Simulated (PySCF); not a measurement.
## P: excitation energy

P [Ne] 3s2 3p3 (4S) → P [Ne] 3s1 3p3 4s1 (6S), as a difference of total energies. All numbers are calculated (PySCF 2.14, the spin-free X2C one-electron Hamiltonian (Gaussian nucleus), in aug-cc-pVQZ-DK (7s6p4d3f2g, 84 functions)). Correlated levels: valence: [Ne] frozen. The calculations carry no spin-orbit coupling.

```tsv
method	excitation energy (eV)
UHF	10.646
LDA	12.677
PBE	12.591
PBE0	12.492
r2SCAN	12.126
wB97X	12.812
M06	12.872
M06-2X	12.952
TPSS	12.717
MP2 (valence)	12.206
SCS-MP2 (valence)	12.710
```

**Question.** How much does correlation contribute at MP2 (valence)?

**Answer.** 12.206 − (10.646) = 1.560 eV, measured against UHF.

The upper state lies above the first ionisation limit, but in LS coupling its spin forbids autoionisation to the ground ion. A Rydberg-like electron needs more diffuse functions than a valence basis has.

The promoted electron is Rydberg-like, and one or two diffuse shells describe it only roughly, which tends to raise the upper state.
